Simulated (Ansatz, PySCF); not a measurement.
The pair A = HCl (SMILES Cl) (first 2 atoms), B = ClH3Si (SMILES [SiH3]Cl); geometry from B3LYP-D3(BJ)/def2-TZVP.
(charge 0, multiplicity 1):
```xyz
7

Cl    -0.31354    -0.41779     0.96920
H      0.58980    -0.10066     1.83216
Si    -0.53099     0.36028     4.79361
Cl     1.41984     0.49671     4.07857
H     -1.00330    -1.01547     4.56087
H     -1.35109     1.34035     4.06087
H     -0.49031     0.67209     6.23435
```

Correlated levels freeze the cores. CBS: X⁻³ extrapolation of the correlation energy, Hartree–Fock from the larger set.

Codes used: Ansatz (a first-principles code) with Gaussian orbitals; PySCF for the dispersion terms. 

The monomers are drawn apart, rigid, along the line of their centres of mass. Counterpoise-corrected interaction energies (kcal/mol):

```tsv
level	R = 4.600 Å	R = 5.588 Å
PBE/def2-TZVPPD	-0.9473	-0.3455
PBE-D3(BJ)/def2-TZVPPD	-1.4700	-0.5256
wB97M-V/def2-TZVPPD	-1.2017	-0.4615
MP2/CBS(aug-cc-pV(D+d)Z, aug-cc-pV(T+d)Z) + ΔCCSD(T)/aug-cc-pV(D+d)Z	-1.2303	-0.4557
```

R is the distance of the centres of mass. Find the local exponent m of E ∝ R⁻ᵐ between the two points.


m = ln(E₁/E₂)/ln(R₂/R₁): PBE/def2-TZVPPD 5.2; PBE-D3(BJ)/def2-TZVPPD 5.3; wB97M-V/def2-TZVPPD 4.9; MP2/CBS(aug-cc-pV(D+d)Z, aug-cc-pV(T+d)Z) + ΔCCSD(T)/aug-cc-pV(D+d)Z 5.1. For scale, two fixed dipoles give m = 3, dipole and quadrupole 4, quadrupoles 5, and dispersion or dipole-induced dipole 6 at long range; at these distances several terms mix, and what is left of overlap and damping shifts m, so it need not match one of them.
